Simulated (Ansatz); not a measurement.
The same ligand exchange along the group O, S, Se.

Calculated with Ansatz (gas phase, PBE0-D4/def2-TZVP geometries, no zero-point term in ΔE). CBS: MP2 limit from def2 TZ/QZ plus the TZ coupled-cluster correction, frozen cores. This one scheme is used for every species. For Se, Ti outer-core shells are correlated without core-valence functions, which leaves a few kJ/mol of doubt a bond. Scalar relativity is left out up to krypton. Each species was taken in one conformer, which may not be the lowest.

(1) Order these by ΔE at CCSD(T)/CBS, lowest first. (An estimate is asked.)
A. `[F][Ti]([SH])([Cl])[Cl]` + H–F → `[F][Ti]([F])([Cl])[Cl]` + H₂S
B. `[OH][Ti]([F])([Cl])[Cl]` + H–F → `[F][Ti]([F])([Cl])[Cl]` + H₂O
C. `[F][Ti]([Cl])([Cl])[SeH]` + H–F → `[F][Ti]([F])([Cl])[Cl]` + H₂Se

Largest T1 diagnostic: 0.026, for `[F][Ti]([SH])([Cl])[Cl]`, so its coupled-cluster energy is less sure.

## Answers

(1) A (-61.7 kJ/mol), C (-49.7 kJ/mol), B (-30.1 kJ/mol).
